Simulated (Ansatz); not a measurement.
`[SiH3]C=C=C[SiH3]` + `[NH2][AlH2]` → `[AlH2][NH][SiH3]` + `C=C=C[SiH3]` at 298.15 K and 1 bar (ligand exchange at the Si–C bond).

Calculated with Ansatz (gas phase, PBE0-D4/def2-TZVP geometries, no zero-point term in ΔE). CCSD(T)/CBS is the MP2 limit (def2-TZVPP, def2-QZVPP) plus CCSD(T) − MP2 in def2-TZVPP, frozen cores. This one scheme is used for every species.

```tsv
species	CCSD(T)/CBS energy (Eh)	H − E (kJ/mol)	S (J/(mol·K))
`[SiH3]C=C=C[SiH3]`	-697.06408	251.1	365.2
`[NH2][AlH2]`	-299.14566	115.0	251.7
`[AlH2][NH][SiH3]`	-589.44550	161.8	314.0
`C=C=C[SiH3]`	-406.77843	204.1	312.4
```

H − E and S are ideal-gas, rigid-rotor, harmonic terms from PBE0-D4/def2-TZVP, for one conformer and one mirror image of each species. 1 Eh = 2625.50 kJ/mol, R = 8.31446 J/(mol·K).

Q: By hand: ΔE, ΔH, ΔS and ΔG.

A: ΔE = (-589.44550) + (-406.77843) − (-697.06408) − (-299.14566) = -0.01419 Eh = -37.3 kJ/mol. Δ(H − E) = 161.8 + 204.1 − 251.1 − 115.0 = -0.2, so ΔH = -37.5 kJ/mol. ΔS = 314.0 + 312.4 − 365.2 − 251.7 = 9.5 J/(mol·K). ΔG = -37.5 − 298.15 × (9.5)/1000 = -40.3 kJ/mol.

Q: By hand: the equilibrium constant, and the temperature at which ΔG would vanish if ΔH and ΔS stayed fixed.

A: log₁₀ K = −ΔG/(RT ln 10) = 7.1. ΔH and −TΔS have one sign here, so there is no such temperature.

The number of gas molecules stays the same, so ΔS is small and ΔH decides. A doubt of 5 kJ/mol in ΔE shifts log₁₀ K by 0.9 here. Other conformers and mirror images would add mixing entropy, several J/(mol·K) or more a flexible species. These are equilibria of isolated gas molecules and say nothing of rates. Largest T1 diagnostic: 0.013 (customary marks: 0.02 for closed shells, 0.045 for open ones).

ΔS is within the doubt of such terms, so its sign, and with it that verdict, could turn.
